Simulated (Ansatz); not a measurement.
AgNH₃ (charge +1), closed shell: a trajectory.

The input file, in.yaml:

```yaml
crystal:
  periodic: [false, false, false]
  atoms:
    - {symbol: Ag, position_ang: [0.025603, 0.066775, -1.969971]}
    - {symbol: N, position_ang: [-0.002738, -0.007121, 0.210743]}
    - {symbol: H, position_ang: [-0.941723, -0.156672, 0.569664]}
    - {symbol: H, position_ang: [0.578333, -0.760053, 0.568977]}
    - {symbol: H, position_ang: [0.340524, 0.857171, 0.620686]}
basis:
  gaussian: {orbitals: def2-SVP}
total_charge: 1
hamiltonian: {xc: {name: BLYP}, dispersion: d4}
md: {n_steps: 40, timestep: 0.75, temperature: 700, ensemble: nvt_nose_hoover, seed: 619, initial_velocities: maxwell_boltzmann}
```

Launched with

```bash
ansatz run in.yaml --threads 2 --pin off --events-out ev --progress --plain --max-ram 5222MiB
```

What Ansatz 0.2.0 printed:

```
Functional definition: BLYP
  name "BLYP"
  cite "Becke, Phys. Rev. A 38, 3098 (1988) doi:10.1103/PhysRevA.38.3098"
  cite "Lee, Yang & Parr, Phys. Rev. B 37, 785 (1988) doi:10.1103/PhysRevB.37.785"
  parameter beta = 0.0042
  parameter a = 0.04918
  parameter b = 0.132
  parameter c = 0.2533
  parameter d = 0.349
  exchange = b88_x(beta = beta)
  correlation = lyp_c(a = a, b = b, c = c, d = d)
628 factors; their error is unknown
mean field evaluation 1: about -5510.9864 eV, gradient 9.2e1 eV
mean field evaluation 2: about -5450.4238 eV, gradient 1.7e2 eV
mean field evaluation 4: about -5528.6828 eV, gradient 8.8e0 eV
mean field evaluation 8: about -5528.8014 eV, gradient 1.7e-1 eV
mean field evaluation 16: about -5528.8014 eV, gradient 6.0e-5 eV
mean field -5528.80141037 eV, -203.1797042748 hartree, gradient 6.0e-5 eV, S^2 0.000000; 0 other end points of the search recorded, 0 dependent functions left out
the calculation of the forces begins
reference -5528.80170939 eV, -203.1797152636 hartree; 14, 14 occupied and 46, 46 virtual orbitals, 628 factors
md step     0: t =     0.00 fs  T =   700.0 K  F+E_penalty+E_count = -5528.91157454 eV  E_kin = 0.271446 eV  conserved = -5528.64012854 eV  (27 SCF iters)
md step     1: t =     0.75 fs  T =   638.4 K  F+E_penalty+E_count = -5528.88407859 eV  E_kin = 0.247543 eV  conserved = -5528.63653590 eV  (28 SCF iters, 3 dispersion substeps)
md step     2: t =     1.50 fs  T =   420.0 K  F+E_penalty+E_count = -5528.79410411 eV  E_kin = 0.162853 eV  conserved = -5528.63125424 eV  (29 SCF iters, 3 dispersion substeps)
md step     3: t =     2.25 fs  T =   228.4 K  F+E_penalty+E_count = -5528.71735103 eV  E_kin = 0.088574 eV  conserved = -5528.62878668 eV  (29 SCF iters, 3 dispersion substeps)
md step     4: t =     3.00 fs  T =   164.0 K  F+E_penalty+E_count = -5528.69270669 eV  E_kin = 0.063591 eV  conserved = -5528.62913546 eV  (29 SCF iters, 3 dispersion substeps)
md step     5: t =     3.75 fs  T =   222.5 K  F+E_penalty+E_count = -5528.71664346 eV  E_kin = 0.086266 eV  conserved = -5528.63041383 eV  (30 SCF iters, 3 dispersion substeps)
md step     6: t =     4.50 fs  T =   350.9 K  F+E_penalty+E_count = -5528.76815424 eV  E_kin = 0.136078 eV  conserved = -5528.63214466 eV  (30 SCF iters, 3 dispersion substeps)
md step     7: t =     5.25 fs  T =   473.8 K  F+E_penalty+E_count = -5528.81831541 eV  E_kin = 0.183731 eV  conserved = -5528.63470907 eV  (29 SCF iters, 3 dispersion substeps)
md step     8: t =     6.00 fs  T =   496.9 K  F+E_penalty+E_count = -5528.82936693 eV  E_kin = 0.192702 eV  conserved = -5528.63686211 eV  (28 SCF iters, 3 dispersion substeps)
md step     9: t =     6.75 fs  T =   367.8 K  F+E_penalty+E_count = -5528.77721057 eV  E_kin = 0.142624 eV  conserved = -5528.63485436 eV  (28 SCF iters, 3 dispersion substeps)
md step    10: t =     7.50 fs  T =   192.2 K  F+E_penalty+E_count = -5528.70243108 eV  E_kin = 0.074541 eV  conserved = -5528.62820849 eV  (28 SCF iters, 3 dispersion substeps)
md step    11: t =     8.25 fs  T =   197.1 K  F+E_penalty+E_count = -5528.70270583 eV  E_kin = 0.076426 eV  conserved = -5528.62664063 eV  (29 SCF iters, 3 dispersion substeps)
md step    12: t =     9.00 fs  T =   423.7 K  F+E_penalty+E_count = -5528.79806736 eV  E_kin = 0.164304 eV  conserved = -5528.63420118 eV  (28 SCF iters, 3 dispersion substeps)
md step    13: t =     9.75 fs  T =   627.3 K  F+E_penalty+E_count = -5528.88211319 eV  E_kin = 0.243272 eV  conserved = -5528.63941697 eV  (28 SCF iters, 3 dispersion substeps)
md step    14: t =    10.50 fs  T =   611.8 K  F+E_penalty+E_count = -5528.87334769 eV  E_kin = 0.237241 eV  conserved = -5528.63684884 eV  (28 SCF iters, 3 dispersion substeps)
md step    15: t =    11.25 fs  T =   435.9 K  F+E_penalty+E_count = -5528.79996850 eV  E_kin = 0.169030 eV  conserved = -5528.63182535 eV  (29 SCF iters, 3 dispersion substeps)
md step    16: t =    12.00 fs  T =   267.4 K  F+E_penalty+E_count = -5528.73225957 eV  E_kin = 0.103684 eV  conserved = -5528.62956453 eV  (29 SCF iters, 3 dispersion substeps)
md step    17: t =    12.75 fs  T =   198.4 K  F+E_penalty+E_count = -5528.70571890 eV  E_kin = 0.076917 eV  conserved = -5528.62986469 eV  (29 SCF iters, 3 dispersion substeps)
md step    18: t =    13.50 fs  T =   226.9 K  F+E_penalty+E_count = -5528.71748464 eV  E_kin = 0.088001 eV  conserved = -5528.63062056 eV  (27 SCF iters, 3 dispersion substeps)
md step    19: t =    14.25 fs  T =   319.0 K  F+E_penalty+E_count = -5528.75411409 eV  E_kin = 0.123684 eV  conserved = -5528.63167102 eV  (28 SCF iters, 3 dispersion substeps)
md step    20: t =    15.00 fs  T =   423.7 K  F+E_penalty+E_count = -5528.79672015 eV  E_kin = 0.164304 eV  conserved = -5528.63380743 eV  (29 SCF iters, 3 dispersion substeps)
md step    21: t =    15.75 fs  T =   461.1 K  F+E_penalty+E_count = -5528.81341351 eV  E_kin = 0.178820 eV  conserved = -5528.63617154 eV  (29 SCF iters, 3 dispersion substeps)
md step    22: t =    16.50 fs  T =   367.4 K  F+E_penalty+E_count = -5528.77584896 eV  E_kin = 0.142455 eV  conserved = -5528.63515235 eV  (29 SCF iters, 3 dispersion substeps)
md step    23: t =    17.25 fs  T =   212.7 K  F+E_penalty+E_count = -5528.70984136 eV  E_kin = 0.082498 eV  conserved = -5528.62923475 eV  (28 SCF iters, 3 dispersion substeps)
md step    24: t =    18.00 fs  T =   203.1 K  F+E_penalty+E_count = -5528.70365680 eV  E_kin = 0.078756 eV  conserved = -5528.62689399 eV  (28 SCF iters, 3 dispersion substeps)
md step    25: t =    18.75 fs  T =   403.9 K  F+E_penalty+E_count = -5528.78811369 eV  E_kin = 0.156610 eV  conserved = -5528.63365522 eV  (28 SCF iters, 3 dispersion substeps)
md step    26: t =    19.50 fs  T =   599.8 K  F+E_penalty+E_count = -5528.86913851 eV  E_kin = 0.232577 eV  conserved = -5528.63898358 eV  (29 SCF iters, 3 dispersion substeps)
md step    27: t =    20.25 fs  T =   598.9 K  F+E_penalty+E_count = -5528.86591308 eV  E_kin = 0.232226 eV  conserved = -5528.63643673 eV  (29 SCF iters, 3 dispersion substeps)
md step    28: t =    21.00 fs  T =   458.2 K  F+E_penalty+E_count = -5528.80624284 eV  E_kin = 0.177678 eV  conserved = -5528.63160843 eV  (29 SCF iters, 3 dispersion substeps)
md step    29: t =    21.75 fs  T =   333.9 K  F+E_penalty+E_count = -5528.75642195 eV  E_kin = 0.129497 eV  conserved = -5528.63019374 eV  (29 SCF iters, 3 dispersion substeps)
md step    30: t =    22.50 fs  T =   288.6 K  F+E_penalty+E_count = -5528.73946504 eV  E_kin = 0.111920 eV  conserved = -5528.63099872 eV  (29 SCF iters, 3 dispersion substeps)
md step    31: t =    23.25 fs  T =   301.4 K  F+E_penalty+E_count = -5528.74456589 eV  E_kin = 0.116880 eV  conserved = -5528.63132338 eV  (29 SCF iters, 3 dispersion substeps)
md step    32: t =    24.00 fs  T =   351.0 K  F+E_penalty+E_count = -5528.76376965 eV  E_kin = 0.136124 eV  conserved = -5528.63149329 eV  (30 SCF iters, 3 dispersion substeps)
md step    33: t =    24.75 fs  T =   418.5 K  F+E_penalty+E_count = -5528.79102340 eV  E_kin = 0.162304 eV  conserved = -5528.63282527 eV  (29 SCF iters, 3 dispersion substeps)
md step    34: t =    25.50 fs  T =   452.4 K  F+E_penalty+E_count = -5528.80595274 eV  E_kin = 0.175431 eV  conserved = -5528.63492739 eV  (29 SCF iters, 3 dispersion substeps)
md step    35: t =    26.25 fs  T =   391.9 K  F+E_penalty+E_count = -5528.78212758 eV  E_kin = 0.151981 eV  conserved = -5528.63484950 eV  (29 SCF iters, 3 dispersion substeps)
md step    36: t =    27.00 fs  T =   267.8 K  F+E_penalty+E_count = -5528.72940092 eV  E_kin = 0.103850 eV  conserved = -5528.63049350 eV  (28 SCF iters, 3 dispersion substeps)
md step    37: t =    27.75 fs  T =   236.8 K  F+E_penalty+E_count = -5528.71433833 eV  E_kin = 0.091811 eV  conserved = -5528.62765953 eV  (27 SCF iters, 3 dispersion substeps)
md step    38: t =    28.50 fs  T =   381.3 K  F+E_penalty+E_count = -5528.77512969 eV  E_kin = 0.147877 eV  conserved = -5528.63262771 eV  (28 SCF iters, 3 dispersion substeps)
md step    39: t =    29.25 fs  T =   545.6 K  F+E_penalty+E_count = -5528.84359458 eV  E_kin = 0.211558 eV  conserved = -5528.63778433 eV  (27 SCF iters, 3 dispersion substeps)
md step    40: t =    30.00 fs  T =   556.5 K  F+E_penalty+E_count = -5528.84535840 eV  E_kin = 0.215809 eV  conserved = -5528.63574824 eV  (27 SCF iters, 3 dispersion substeps)
Total energy: -5528.84565760 eV, -203.1813303307 hartree
Atom 0 at     0.026099     0.067041    -1.976726 Å, force    -0.070780    -0.014912     0.171378 eV/Å
Atom 1 at    -0.004714    -0.010171     0.252782 Å, force    -1.868991     1.457780    -0.998048 eV/Å
Atom 2 at    -0.933802    -0.162892     0.684297 Å, force    -0.069059     0.080898    -0.254670 eV/Å
Atom 3 at     0.545936    -0.752950     0.572997 Å, force     1.693298    -1.815118     0.865068 eV/Å
Atom 4 at     0.339326     0.870201     0.640777 Å, force     0.315532     0.291352     0.216271 eV/Å
Dipole moment:    -0.004595    -0.013623     0.603158 e Å

[the SCF lines of later steps are left out]
```

The run took about 34 s on 2 CPU threads of an Arm Neoverse V1 (shared host).
